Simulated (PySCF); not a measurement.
PySCF input for C2H5N3Si, SMILES N[SiH]1N=CC=N1, TDDFT-PBE/def2-SVPD. Coordinates come from a B3LYP-D3(BJ)/def2-SVP optimisation. This is a generated structure with no PubChem entry under its InChIKey; it may be hypothetical. Other conformers were not sampled.

```python
import numpy as np
from pyscf import gto, scf, dft, tdscf

mol = gto.M(
    atom='''
    N    -2.01304379    0.76330771    0.22195481
    Si   -0.62055577   -0.19184243    0.48290716
    N     0.84145798    0.81716223    0.78771146
    C     1.69536075    0.43358335   -0.07750797
    C     1.24882751   -0.65582970   -1.06168434
    N     0.05873277   -1.09158336   -0.93245335
    H    -2.01017773    1.54754350   -0.42192412
    H    -2.94304032    0.37933057    0.34901408
    H    -0.89712619   -1.15429684    1.57498513
    H     2.71655280    0.85126968   -0.13389468
    H     1.94641414   -1.02678085   -1.83421738
    ''',
    basis='def2-SVPD',
    charge=0,
    spin=0,
    max_memory=1600,
    verbose=4,
)
mf = dft.RKS(mol, xc='pbe').density_fit(auxbasis='def2-universal-jkfit')
mf.grids.level = 3
mf.conv_tol = 1e-9
mf.max_cycle = 100
mf.kernel()
mf.grids = dft.Grids(mol).set(level=1).build(with_non0tab=True)  # coarser grid for the response kernel
td = tdscf.TDDFT(mf)
td.singlet = True
td.nstates = 10
td.conv_tol = 1e-4
td.positive_eig_threshold = 1e-6
td.kernel(x0=td.get_init_guess(mf, 15))
td.analyze()
tt = tdscf.TDA(mf)
tt.singlet = False
tt.nstates = 4
tt.conv_tol = 1e-4
tt.positive_eig_threshold = 1e-6
tt.kernel(x0=tt.get_init_guess(mf, 9))
tt.analyze(verbose=3)
```

Output:

```
PySCF version 2.14.0

[INPUT] verbose = 4
[INPUT] num. atoms = 11
[INPUT] num. electrons = 52
[INPUT] charge = 0
[INPUT] spin (= nelec alpha-beta = 2S) = 0
[INPUT] symmetry False subgroup None
[INPUT] Mole.unit = angstrom
[INPUT] Symbol           X                Y                Z      unit          X                Y                Z       unit  Magmom
[INPUT]  1 N     -2.013043790000   0.763307710000   0.221954810000 AA   -3.804101439856   1.442442520669   0.419433802930 Bohr   0.0
[INPUT]  2 Si    -0.620555770000  -0.191842430000   0.482907160000 AA   -1.172680450319  -0.362529651771   0.912562275992 Bohr   0.0
[INPUT]  3 N      0.841457980000   0.817162230000   0.787711460000 AA    1.590125127530   1.544212814039   1.488558924581 Bohr   0.0
[INPUT]  4 C      1.695360750000   0.433583350000  -0.077507970000 AA    3.203767499837   0.819353783671  -0.146468835771 Bohr   0.0
[INPUT]  5 C      1.248827510000  -0.655829700000  -1.061684340000 AA    2.359941970723  -1.239338517356  -2.006292633340 Bohr   0.0
[INPUT]  6 N      0.058732770000  -1.091583360000  -0.932453350000 AA    0.110988849837  -2.062793592533  -1.762081455433 Bohr   0.0
[INPUT]  7 H     -2.010177730000   1.547543500000  -0.421924120000 AA   -3.798685371400   2.924433380851  -0.797321032148 Bohr   0.0
[INPUT]  8 H     -2.943040320000   0.379330570000   0.349014080000 AA   -5.561540178352   0.716830887975   0.659541024817 Bohr   0.0
[INPUT]  9 H     -0.897126190000  -1.154296840000   1.574985130000 AA   -1.695322798275  -2.181304894051   2.976290545963 Bohr   0.0
[INPUT] 10 H      2.716552800000   0.851269680000  -0.133894680000 AA    5.133540794920   1.608666553346  -0.253024274736 Bohr   0.0
[INPUT] 11 H      1.946414140000  -1.026780850000  -1.834217380000 AA    3.678189649581  -1.940334596448  -3.466168501117 Bohr   0.0

nuclear repulsion = 281.855076900727
number of shells = 70
number of NR pGTOs = 242
number of NR cGTOs = 164
basis = def2-SVPD
ecp = {}


[settings echo left out]
init E= -532.85319117246
  HOMO = -0.291617731153333  LUMO = -0.165645668468083  gap/eV = 3.42787
cycle= 1 E= -532.191062994465  delta_E= 0.662  |g|= 0.683  |ddm|= 5.23
  HOMO = -0.123127701508547  LUMO = -0.0683330018729604  gap/eV = 1.49104
cycle= 2 E= -531.710854426469  delta_E= 0.48  |g|= 1.56  |ddm|= 5.58
  HOMO = -0.211702879541152  LUMO = -0.1055024810526  gap/eV = 2.88986
cycle= 3 E= -532.27853689072  delta_E= -0.568  |g|= 0.285  |ddm|= 4.26
  HOMO = -0.222919035271629  LUMO = -0.121455292997493  gap/eV = 2.76097
cycle= 4 E= -532.298716492254  delta_E= -0.0202  |g|= 0.0809  |ddm|= 0.518
  HOMO = -0.223628675492804  LUMO = -0.122716553018905  gap/eV = 2.74596
cycle= 5 E= -532.299985212787  delta_E= -0.00127  |g|= 0.0382  |ddm|= 0.144
  HOMO = -0.222373472219531  LUMO = -0.12028785289663  gap/eV = 2.77789
cycle= 6 E= -532.300338666978  delta_E= -0.000353  |g|= 0.00681  |ddm|= 0.0923
  HOMO = -0.222306563683789  LUMO = -0.120568831938129  gap/eV = 2.76842
cycle= 7 E= -532.300347837122  delta_E= -9.17e-06  |g|= 0.00433  |ddm|= 0.0168
  HOMO = -0.222511923143498  LUMO = -0.120558653064343  gap/eV = 2.77429
cycle= 8 E= -532.300352032166  delta_E= -4.2e-06  |g|= 0.00115  |ddm|= 0.00848
  HOMO = -0.222426615391654  LUMO = -0.120509880854647  gap/eV = 2.77330
cycle= 9 E= -532.300352361673  delta_E= -3.3e-07  |g|= 0.000192  |ddm|= 0.00232
  HOMO = -0.222441265690805  LUMO = -0.120523498715  gap/eV = 2.77332
cycle= 10 E= -532.300352371433  delta_E= -9.76e-09  |g|= 3.49e-05  |ddm|= 0.00041
  HOMO = -0.222443223239714  LUMO = -0.120524887788461  gap/eV = 2.77334
cycle= 11 E= -532.300352371546  delta_E= -1.13e-10  |g|= 3.07e-05  |ddm|= 0.000113
  HOMO = -0.222439690193458  LUMO = -0.120522593546453  gap/eV = 2.77331
Extra cycle  E= -532.300352370787  delta_E= 7.59e-10  |g|= 6.58e-05  |ddm|= 0.000182
converged SCF energy = -532.300352370787
tot grids = 44496
Overwritten attributes  positive_eig_threshold  of <class 'pyscf.tdscf.rks.CasidaTDDFT'>


******** <class 'pyscf.tdscf.rks.CasidaTDDFT'> for <class 'pyscf.df.df_jk.DFRKS'> ********
nstates = 10 singlet
deg_eia_thresh = 1.000e-03
wfnsym = None
conv_tol = 0.0001
eigh lindep = 1e-12
eigh level_shift = 0
eigh max_cycle = 100


Excitation energies (eV)
[2.95169673 3.12427693 3.53492799 5.3754405  5.78999958 5.85089989
 5.96939085 5.98512585 6.1546635  6.42196924]

** Singlet excitation energies and oscillator strengths **
Excited State   1:      2.95170 eV    420.04 nm  f=0.0003
      25 -> 27        0.12626
      26 -> 27       -0.69183
Excited State   2:      3.12428 eV    396.84 nm  f=0.0003
      25 -> 27        0.69510
      26 -> 27        0.12765
Excited State   3:      3.53493 eV    350.74 nm  f=0.0037
      24 -> 27        0.70091
Excited State   4:      5.37544 eV    230.65 nm  f=0.0254
      23 -> 27       -0.68294
Excited State   5:      5.79000 eV    214.14 nm  f=0.0335
      22 -> 27        0.56955
      26 -> 28        0.38600
Excited State   6:      5.85090 eV    211.91 nm  f=0.0252
      22 -> 27       -0.37285
      26 -> 28        0.58255
Excited State   7:      5.96939 eV    207.70 nm  f=0.0019
      25 -> 28       -0.66868
      25 -> 29        0.17007
      26 -> 29        0.14470
Excited State   8:      5.98513 eV    207.15 nm  f=0.0093
      25 -> 28        0.13424
      26 -> 29        0.68660
Excited State   9:      6.15466 eV    201.45 nm  f=0.0070
      25 -> 28       -0.17403
      25 -> 29       -0.68104
Excited State  10:      6.42197 eV    193.06 nm  f=0.0224
      24 -> 28        0.10730
      26 -> 30       -0.69277

** Transition electric dipole moments (AU) **
state          X           Y           Z        Dip. S.      Osc.
  1        -0.0338      0.0385      0.0434      0.0045      0.0003
  2        -0.0479      0.0336     -0.0057      0.0035      0.0003
  3         0.1798     -0.0930     -0.0412      0.0426      0.0037
  4        -0.1366     -0.3295     -0.2558      0.1927      0.0254
  5        -0.4015      0.0026      0.2735      0.2360      0.0335
  6         0.3141      0.1658     -0.2222      0.1755      0.0252
  7        -0.0692      0.0255     -0.0859      0.0128      0.0019
  8        -0.1366     -0.1855     -0.1032      0.0637      0.0093
  9         0.0189     -0.0601     -0.2053      0.0461      0.0070
 10         0.3295      0.1343     -0.1251      0.1422      0.0224

** Transition velocity dipole moments (imaginary part, AU) **
state          X           Y           Z        Dip. S.      Osc.
  1        -0.0037      0.0031      0.0052      0.0001      0.0003
  2        -0.0059      0.0049     -0.0018      0.0001      0.0004
  3         0.0243     -0.0124     -0.0042      0.0008      0.0039
  4        -0.0257     -0.0626     -0.0481      0.0069      0.0233
  5        -0.0887      0.0012      0.0592      0.0114      0.0357
  6         0.0646      0.0399     -0.0491      0.0082      0.0253
  7        -0.0190      0.0067     -0.0199      0.0008      0.0024
  8        -0.0269     -0.0444     -0.0230      0.0032      0.0098
  9        -0.0009     -0.0099     -0.0498      0.0026      0.0076
 10         0.0815      0.0321     -0.0279      0.0085      0.0239

** Transition magnetic dipole moments (imaginary part, AU) **
state          X           Y           Z
  1         0.4834     -0.0548     -0.0400
  2         0.5694     -0.0864     -0.3088
  3         0.3365      0.2290     -0.3521
  4         0.3449     -0.9332      0.8347
  5        -0.4972     -0.1690      0.0258
  6        -0.6685     -0.1325      0.4575
  7         0.3545     -0.0421     -0.3494
  8         0.0948      0.2497      0.0739
  9         0.5080     -0.0547     -0.4734
 10        -0.0775      0.2194     -0.1228
Overwritten attributes  positive_eig_threshold  of <class 'pyscf.tdscf.rks.TDA'>


******** <class 'pyscf.tdscf.rks.TDA'> for <class 'pyscf.df.df_jk.DFRKS'> ********
nstates = 4 triplet
deg_eia_thresh = 1.000e-03
wfnsym = None
conv_tol = 0.0001
eigh lindep = 1e-12
eigh level_shift = 0
eigh max_cycle = 100


Excitation energies (eV)
[2.51601921 2.64214453 3.28639235 3.79855331]

** Triplet excitation energies and oscillator strengths **
Excited State   1:      2.51602 eV    492.78 nm  f=0.0000
Excited State   2:      2.64214 eV    469.26 nm  f=0.0000
Excited State   3:      3.28639 eV    377.27 nm  f=0.0000
Excited State   4:      3.79855 eV    326.40 nm  f=0.0000
```

The calculation finished and met its thresholds.
